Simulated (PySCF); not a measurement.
**Correlation energy of Sr(36+) (strontium, charge +36)**

Starting occupation: 1s2. Computed with PySCF 2.14 in an uncontracted even-tempered set (17 s from 6.6 bohr⁻², ratio 2.6; 11 p from 8.6 bohr⁻², ratio 2.6; 6 d from 8.8 bohr⁻², ratio 2.8; 3 f from 380 bohr⁻², ratio 2.8), with X2C-1e with screened-nucleus spin-orbit coupling, Gaussian nucleus. Frozen: nothing; 2 electrons correlated; the 34 highest virtual spinors left out.

Total MP2 correlation energy: -50.79 mhartree.

With two correlated electrons CCSD is exact within the correlated space (frozen core and kept virtual orbitals).

The virtual space was cut to 52 spinors, which keep -48.08 of the -50.79 mhartree of MP2 correlation.

```
level  correlation energy (mhartree)
 CCSD                         -48.52
```

Diagnostics: T1 = 2.5e-06, largest double amplitude 0.002.

Task: Is a single reference adequate?

Result: Yes: T1 lies below 0.03 and no double amplitude reaches 0.07.

The coupled-cluster values are those of the cut space; adding the MP2 remainder, -2.71 mhartree, estimates the full space.

At this charge the one-electron X2C treatment keeps the bare 1/r₁₂, with no two-electron picture change or Breit term. That inflates the 1s pair energies well beyond their four-component values.
